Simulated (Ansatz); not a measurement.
System: H$_{2}$SiOF, charge 0, doublet. H2SiOF (SMILES [SiH](F)O, doublet).
B3LYP-D3(BJ)/def2-TZVP minimum from Ansatz (a quantum-chemistry and plane-wave program):
```xyz
5

O     -0.7335     0.8751    -0.8176
Si     0.3807    -0.1972    -0.2635
F      0.1335    -0.5049     1.2985
H     -0.7783     1.7583    -0.4409
H      0.1152    -1.4542    -1.0147
```
Charge 0, spin multiplicity 2.

Total energies in cc-pV(D+d)Z, 19 correlated electrons, 7 frozen orbitals. UHF or UKS for unpaired electrons; spin-orbit terms are left out. Correlated methods leave the cores frozen. No relativity.

| method | program | energy (Eh) | minus CCSDT(Q) (mEh) |
|---|---|---|---|
| HF | Ansatz | -464.46880 | 482.58 |
| MP2 | Ansatz | -464.92374 | 27.64 |
| CCSD | Ansatz | -464.94063 | 10.75 |
| CCSD(T) | Ansatz | -464.94957 | 1.82 |
| CCSDT(Q) | Ansatz | -464.95138 | 0.00 |

Rough core times of Ansatz's runs on a shared machine: CCSD(T) under 20 s, CCSDT(Q) 20 min.
